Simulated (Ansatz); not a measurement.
Si2Se2⁺, relaxed as a doublet with UKS PBE-D4/def2-SVP in Ansatz, starting from the GFN2-xTB geometry. Force threshold 0.02 eV/Å.

The relaxation made no stability test and no search for a lower SCF solution. Another isomer (doublet) lies 0.86 eV lower at PBE0-D4/def2-TZVP; other spin states weren't run for this one.

Start:

```xyz
4

Si   -0.5241   -0.8090   -0.5889
Si    0.5334    0.8345    0.5656
Se    1.1018    2.0339    2.2052
Se   -1.1111   -2.0595   -2.1819
```

| step | energy (eV) | largest force component (eV/Å) | SCF passes |
| --- | --- | --- | --- |
| 1 | -146398.0719 | 1.242 | 21 |
| 2 | -146398.4216 | 0.509 | 29 |
| 3 | -146398.5184 | 0.145 | 29 |
| 4 | -146398.5214 | 0.058 | 26 |
| 5 | -146398.5217 | 0.005 | 28 |
| 6 | -146398.5217 | 0.003 | 19 |
| 7 | -146398.5218 | 0.016 | 27 |
| 8 | -146398.5222 | 0.017 | 26 |
| 9 | -146398.5231 | 0.042 | 25 |
| 10 | -146398.5251 | 0.094 | 25 |
| 11 | -146398.5283 | 0.151 | 25 |
| 12 (rejected) | -146398.5233 | 0.713 | 30 |
| 13 | -146398.5345 | 0.235 | 31 |
| 14 | -146398.5416 | 0.375 | 30 |
| 15 | -146398.5601 | 0.246 | 29 |
| 16 | -146398.5904 | 0.305 | 28 |
| 17 | -146398.6422 | 0.403 | 30 |
| 18 | -146398.7258 | 0.274 | 29 |
| 19 | -146398.8764 | 0.640 | 30 |
| 20 | -146399.1163 | 0.852 | 30 |
| 21 | -146399.2888 | 0.266 | 29 |
| 22 | -146399.2890 | 0.310 | 24 |
| 23 | -146399.2948 | 0.101 | 24 |
| 24 | -146399.2952 | 0.019 | 23 |

Force components are those of the run's own axes.

End:

```xyz
4

Si   -0.099   -0.278   -0.474
Si    1.338    1.565   -0.034
Se    0.049    0.613    1.638
Se   -1.288   -1.901   -1.129
```

Bonds formed: Si1–Se3 (atoms count from 1).

The force fell under the threshold at step 5, but the optimiser went on and released 0.774 eV more. No frequencies were taken in this run, so the end may be a saddle point.

It took 41 s on 4 threads of Arm Neoverse N1 on a shared host.
